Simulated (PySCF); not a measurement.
# Telling isomers of C₅H₈O₃Si apart by NMR

- GFN2-xTB geometry
- σ from GIAO-PBE0/pcSseg-1
- program: PySCF 2.14.0 with density-fitted response routines
- non-relativistic, no solvent, rapidly exchanging positions averaged, a single conformation

δ = σ(ref) − σ, references computed at the same level: TMS for 1H, 13C. Where no couplings were computed, multiplicities follow the n + 1 count of equivalent neighbours, and m marks all less simple cases (inequivalent or close neighbours, rings, F or P nearby). Shifts are as computed. Against solution values, carbons near 30 ppm lie about +3 ppm off and those near 130 ppm about +5 ppm. Of 1309 compounds with measured shifts, 239 miss one by over three times the rms of a fit or turn the order of signals round; such compounds aren't used in these exercises. OH and NH positions are gas-phase values without hydrogen bonding to other molecules.

(1) Tabulate the signals of `C#CC(=O)O[Si@H](C)OC`, `C[Si](O)(O)c1ccco1`, `COc1occc1[SiH2]O` and their relative energies.

(2) What is the quickest way to tell C#CC(=O)O[Si@H](C)OC from C[Si](O)(O)c1ccco1?

(3) What is the quickest way to tell C[Si](O)(O)c1ccco1 from COc1occc1[SiH2]O?

(4) What is the quickest way to tell C#CC(=O)O[Si@H](C)OC from COc1occc1[SiH2]O?

Results:

(1) 
```tsv
SMILES	carbon types	δC	δH	E rel. (kcal/mol)
C#CC(=O)O[Si@H](C)OC	2×C 1×CH 2×CH3	156.3, 81.5, 80.2, 53.1, -0.7	5.27 (q, 1H), 3.96 (s, 3H), 2.26 (s, 1H), 0.36 (d, 3H)	48.0
C[Si](O)(O)c1ccco1	1×C 3×CH 1×CH3	161.6, 151.1, 126.4, 116.2, 3.4	7.65 (m, 1H), 7.14 (m, 1H), 6.68 (m, 1H), 2.00 (br s, 2H), 0.15 (s, 3H)	0.0
COc1occc1[SiH2]O	2×C 2×CH 1×CH3	171.8, 137.4, 121.3, 90.4, 56.4	7.06 (m, 1H), 6.43 (m, 1H), 5.58 (s, 2H), 4.11 (s, 3H), 2.21 (br s, 1H)	53.0
```

Energies are electronic energies at PBE0/pcSseg-1 on these geometries, without zero-point or thermal terms, each for the one conformer computed, which needn't be the lowest.

(2) Both give the same number of carbon signals, but DEPT or the intensities differ. The first has an alkyne carbon (C) at 80.2 ppm, the second an aromatic CH next to the ring oxygen at 151.1 ppm. Their most deshielded carbons lie at 156.3 and 161.6 ppm. In the proton spectra the most deshielded non-exchanging signals are 5.27 (q, 1H) and 7.65 (m, 1H).

(3) Both give the same number of carbon signals, but DEPT or the intensities differ. The first has a methyl carbon bonded to Si (CH3) at 3.4 ppm, the second a substituted aromatic carbon (C) at 90.4 ppm. Their most deshielded carbons lie at 161.6 and 171.8 ppm. In the proton spectra the most deshielded non-exchanging signals are 7.65 (m, 1H) and 7.06 (m, 1H).

(4) Both give the same number of carbon signals, but DEPT or the intensities differ. The first has a methyl carbon bonded to Si (CH3) at -0.7 ppm, the second an aromatic CH next to the ring oxygen at 137.4 ppm. Their most deshielded carbons lie at 156.3 and 171.8 ppm. In the proton spectra the most deshielded non-exchanging signals are 5.27 (q, 1H) and 7.06 (m, 1H).
